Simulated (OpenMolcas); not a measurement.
# Ionisation energies of argon

- Program: OpenMolcas
- Basis: ANO-RCC-VTZP [5s4p2d1f]
- Scalar Hamiltonian: DKH2, point nucleus
- Spin-orbit coupling: RASSI with atomic mean-field integrals over the reference wave functions, term energies averaged over their components

Active shells in each charge state: the valence s, p shells, with orbitals averaged over the low states. Where CASPT2's correlated closed shells are named, they are those of the first ion.

A. CASSCF
B. SS-CASPT2, IPEA 0.25 Eh, imaginary shift 0.1 Eh (closed shells correlated: 2s 2p)
C. SS-CASPT2, IPEA 0 Eh, imaginary shift 0.1 Eh (closed shells correlated: 2s 2p)

Energies in eV between the lowest computed levels, named as in B; reference values from the NIST Atomic Spectra Database with their kind.

| From | To | A | B | C | Spin-orbit share in B | Reference |
| --- | --- | --- | --- | --- | --- | --- |
| Ar 3s² 3p⁶ ¹S₀ | Ar+ 3s² 3p⁵ ²P°_3/2 | 14.709 | 15.569 | 15.446 | -0.055 | 15.760 (measured) |
| Ar+ 3s² 3p⁵ ²P°_3/2 | Ar2+ 3s² 3p⁴ ³P₂ | 26.375 | 27.281 | 27.184 | -0.011 | 27.630 (measured) |
| Ar2+ 3s² 3p⁴ ³P₂ | Ar3+ 3s² 3p³ ⁴S°_3/2 | 39.225 | 40.255 | 40.182 | +0.066 | 40.735 (semi-empirical) |
| Ar3+ 3s² 3p³ ⁴S°_3/2 | Ar4+ 3s² 3p² ³P₀ | 58.037 | 58.944 | 59.040 | -0.153 | 59.580 (semi-empirical) |
| Ar4+ 3s² 3p² ³P₀ | Ar5+ 3s² 3p ²P°_1/2 | 73.428 | 74.362 | 74.461 | -0.018 | 74.840 (semi-empirical) |
| Ar5+ 3s² 3p ²P°_1/2 | Ar6+ 3s² ¹S₀ | 89.744 | 90.757 | 90.854 | +0.171 | 91.290 (measured) |
| Ar6+ 3s² ¹S₀ | Ar7+ 3s ²S_1/2 | 123.857 | 123.999 | 124.001 | +0.000 | 124.410 (semi-empirical) |
| Ar7+ 3s ²S_1/2 | Ar8+ 2p⁶ ¹S₀ | 142.952 | 143.040 | 143.042 | +0.000 | 143.457 (semi-empirical) |

Error against the reference values, in %:

| From | Reference | A | B | C |
| --- | --- | --- | --- | --- |
| Ar | measured | -6.7 | -1.2 | -2.0 |
| Ar+ | measured | -4.5 | -1.3 | -1.6 |
| Ar2+ | semi-empirical | -3.7 | -1.2 | -1.4 |
| Ar3+ | semi-empirical | -2.6 | -1.1 | -0.9 |
| Ar4+ | semi-empirical | -1.9 | -0.6 | -0.5 |
| Ar5+ | measured | -1.7 | -0.6 | -0.5 |
| Ar6+ | semi-empirical | -0.4 | -0.3 | -0.3 |
| Ar7+ | semi-empirical | -0.4 | -0.3 | -0.3 |

Mean absolute error over the 3 measured values: A 1.28 eV, B 0.36 eV, C 0.40 eV.

° marks odd parity.
